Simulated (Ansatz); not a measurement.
Stepwise reaction of `[F][Sc]([O][SiH3])[O][SiH3]` with hydrogen chloride, as a gas-phase model of exchange steps in deposition or etching. ΔE in kJ/mol.

Computed with Ansatz on PBE0-D4/def2-TZVP structures; ΔE is electronic, products minus reactants. CCSD(T)/CBS is the MP2 limit (def2-TZVPP, def2-QZVPP) plus CCSD(T) − MP2 in def2-TZVPP, frozen cores. This one scheme is used for every species. DFT in def2-TZVPP. B3LYP here is the variant with VWN-RPA as its local correlation; programs differ in this. For Sc outer-core shells are correlated without core-valence functions, which leaves a few kJ/mol of doubt a bond. Scalar relativity is left out up to krypton. One conformer a species, not always the lowest.

```csv
step,reaction,PBE-D4,B3LYP-D4,ωB97M-V,CCSD(T)/CBS
1,`[F][Sc]([O][SiH3])[O][SiH3]` + HCl → `[F][Sc]([Cl])[O][SiH3]` + `O[SiH3]`,-22.0,-18.7,-22.1,-15.4
2,`[F][Sc]([Cl])[O][SiH3]` + HCl → `[F][Sc]([Cl])[Cl]` + `O[SiH3]`,-14.6,-10.6,-13.7,-7.1
```

By hand: ΔE of the 2 steps together at CCSD(T)/CBS.

(-15.4) + (-7.1) = -22.5 kJ/mol, or -11.2 kJ/mol a step.

In ΔE each step is higher than the one before. All are downhill at CCSD(T)/CBS. PBE-D4 differs from CCSD(T)/CBS by -7.5 to -6.6 kJ/mol a step. Isolated molecules leave out the surface, adducts and barriers. Largest T1 diagnostic: 0.015.
